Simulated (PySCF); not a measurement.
O₄Rh, charge +1, multiplicity 1. Atoms are numbered in the order given.

```xyz
5

Rh     0.0000     0.0000     0.0000
O      0.9716     0.9716     0.9716
O     -0.9716     0.9716    -0.9716
O     -0.9716    -0.9716     0.9716
O      0.9716    -0.9716    -0.9716
```
Charge +1, spin multiplicity 1.

The structure is a stationary point at B3LYP-D3(BJ)/def2-SVP. The spin state was assumed, not searched. The def2 effective core potentials stand for the cores of Rh; spin–orbit coupling is left out.

Level of theory: r2SCAN/def2-TZVPD run with PySCF.

Symmetry labels are those of the subgroup D2 that the program uses (full group Td).

Problem. List the valence orbital energies around the gap with their symmetry. (The exact figures need the calculation; the answer reports its results.)

Solution. 
```json
[
 {"orbital": "HOMO−7", "symmetry": "B3", "energy (eV)": "-21.81"},
 {"orbital": "HOMO−6", "symmetry": "A", "energy (eV)": "-18.42"},
 {"orbital": "HOMO−5", "symmetry": "B1", "energy (eV)": "-17.28"},
 {"orbital": "HOMO−4", "symmetry": "B2", "energy (eV)": "-17.28"},
 {"orbital": "HOMO−3", "symmetry": "B3", "energy (eV)": "-17.28"},
 {"orbital": "HOMO−2", "symmetry": "B1", "energy (eV)": "-16.43"},
 {"orbital": "HOMO−1", "symmetry": "B2", "energy (eV)": "-16.43"},
 {"orbital": "HOMO", "symmetry": "B3", "energy (eV)": "-16.43"},
 {"orbital": "LUMO", "symmetry": "A", "energy (eV)": "-14.03"},
 {"orbital": "LUMO+1", "symmetry": "A", "energy (eV)": "-14.03"},
 {"orbital": "LUMO+2", "symmetry": "B1", "energy (eV)": "-11.92"},
 {"orbital": "LUMO+3", "symmetry": "B2", "energy (eV)": "-11.92"}
]
```
